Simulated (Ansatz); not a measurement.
Geometry optimisation, RKS PBE0/def2-SVP in Ansatz.

input.yaml

```yaml
crystal:
  periodic: [false, false, false]
  atoms:
    - { symbol: Si, position_ang: [0.298239, -0.184641, 0.556786] }
    - { symbol: H, position_ang: [2.543653, 0.266751, 2.036575] }
    - { symbol: O, position_ang: [-1.215176, -0.60624, 0.025645] }
    - { symbol: C, position_ang: [-2.035087, 0.190911, -0.786164] }
    - { symbol: H, position_ang: [0.743966, -1.338856, 1.374306] }
    - { symbol: H, position_ang: [0.270708, 1.099448, 1.316872] }
    - { symbol: H, position_ang: [2.835383, 0.282097, 1.396553] }
    - { symbol: Se, position_ang: [1.737141, 0.230465, -1.195254] }
    - { symbol: H, position_ang: [-2.387017, 1.091705, -0.251063] }
    - { symbol: H, position_ang: [-1.510459, 0.517383, -1.702345] }
    - { symbol: H, position_ang: [-2.91706, -0.397637, -1.081244] }
    - { symbol: H, position_ang: [1.63561, -1.151485, -1.690666] }
basis:
  gaussian: { orbitals: def2-SVP }
hamiltonian:
  xc: pbe0
relax:
  f_tol: 0.03
  max_steps: 50
```

Run as:

```bash
$ ansatz run input.yaml --threads 2 --pin off --max-ram 3072MiB --backend cpu --events-out ev --progress --plain --runs-dir out
```

Question: Where does it end, and by what steps?

Answer: The forces met the threshold. The force dipped under the threshold on the way, but the program's further checks kept it going. After 15 steps the energy has fallen by 0.170 eV; H2 moved furthest, 0.99 Å.

```tsv
step	energy less start (eV)	largest force component (eV/Å)	accepted
0	0.0000	2.396	yes
1	-0.1235	0.137	yes
2	-0.1526	0.134	yes
3	-0.1519	0.451	no
4	-0.1601	0.090	yes
5	-0.1646	0.052	yes
6	-0.1677	0.048	yes
7	-0.1685	0.069	yes
8	-0.1688	0.052	yes
9	-0.1692	0.044	yes
10	-0.1696	0.067	yes
11	-0.1698	0.069	yes
12	-0.1698	0.063	no
13	-0.1699	0.022	yes
14	-0.1701	0.011	yes
15	-0.1701	0.025	yes
```

```xyz
12
Properties=species:S:1:pos:R:3
Si 0.124 -0.163 0.491
H 3.456 0.246 2.428
O -1.368 -0.613 -0.071
C -2.191 0.162 -0.902
H 0.588 -1.302 1.321
H 0.065 1.117 1.260
H 3.323 0.254 1.677
Se 1.613 0.299 -1.183
H -2.515 1.095 -0.405
H -1.682 0.432 -1.844
H -3.090 -0.424 -1.148
H 1.677 -1.104 -1.625
```

Whether the end is a true minimum wasn't checked by a vibrational analysis.

Time of the run: 21 s on 2 threads of AMD EPYC 9R45 96-Core Processor (Zen 5) (shared host), peak memory 0.31 GiB.
